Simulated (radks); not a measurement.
Species: the promethium ion Pm2+. Configuration: [Xe] 4f5 (the NIST ground configuration). Calculated with a radial shooting solver on a logarithmic mesh with Libxc functionals: non-relativistic Kohn-Sham, PBE, spin-unpolarised, spherical densities, point nucleus; relativity is left out, which matters for an element this heavy. Some entries of the table are withheld. Estimate them.

orbital  occ.  eigenvalue (hartree)  <r^2> (bohr^2)  <r> (bohr)
1s          2             -1564.887       0.0008276         (1)
2s          2             -246.6208         0.01324      0.1062
2p          6             -233.9992        0.009866     0.09017
3s          2                   (2)         0.08680      0.2760
3p          6             -48.40915         0.08166      0.2657
3d         10             -38.09446         0.06599      0.2370
4s          2             -10.92401          0.4417      0.6259
4p          6              -8.80842          0.4698      0.6430
4d         10              -5.06951          0.5486      0.6878
5s          2              -1.83782             (3)       1.524
5p          6              -1.28001           3.335       1.716
4f          5              -0.66031           1.258      0.9737

Answer. 
(1) 1s <r> (bohr): 0.02488
(2) 3s eigenvalue (hartree): -53.94750
(3) 5s <r^2> (bohr^2): 2.610
